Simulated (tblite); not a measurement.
Species: C5H9ClSSi.
Numbering: `[CH:1]#[C:2][CH2:3][S:4][Si@H:5]([Cl:6])[CH2:7][CH3:8]` (hydrogens: H9 on C1; H10, H11 on C3; H12 on Si5; H13, H14 on C7; H15, H16, H17 on C8)

The geometry is computed with GFN2-xTB (gas phase).

(1) What internal coordinates does the optimisation give?

Results:

(1) 
```
                  bond  length (pm)
                 C1≡C2        119.7
                 C2–C3        143.6
                 C3–S4        184.4
                S4–Si5        215.0
               Si5–Cl6        202.5
                Si5–C7        189.5
                 C7–C8        152.4
                 C1–H9        104.9
                C3–H10        109.0
                C3–H11        109.1
               Si5–H12        145.8
                C7–H13        109.0
                C7–H14        109.2
C8–H15, C8–H16, C8–H17        108.8
```

Bonds in one row agree within 1 pm and their mean is given. A selection of angles:
```
     angle  degrees
  C1–C2–C3    176.9
  C2–C3–S4    111.7
 C3–S4–Si5    100.3
S4–Si5–Cl6    109.6
 S4–Si5–C7    106.5
Cl6–Si5–C7    111.2
 Si5–C7–C8    112.5
```

Dihedral angles: C2–C3–S4–Si5 -64° (synclinal); C3–S4–Si5–Cl6 -49° (synclinal); S4–Si5–C7–C8 175° (antiperiplanar).

S4 (sulfur bonded to C and Si) is bent (angle 100.3°). The 3 C–C bonds span 1.197 Å (C1≡C2, drawn triple) to 1.524 Å (C7–C8, drawn single), a spread of 0.327 Å. Of the pairs four or more bonds apart, Cl6···H11 is among the closest relative to their van der Waals radii: 2.91 Å, 99 % of the sum of Bondi's values. Si5 (chlorine-bound silicon) is distorted tetrahedral (angles from 106.5° to 113.5°).

Point group: C1 (no symmetry element, even within 0.4 Å). Its GFN2-xTB frequencies are all real (lowest 22 cm⁻¹). One conformer, not necessarily the lowest. 3 starts were optimised and ended at 0.00, 0.70 and 2.34 kcal/mol (GFN2-xTB); the lowest of these is shown.
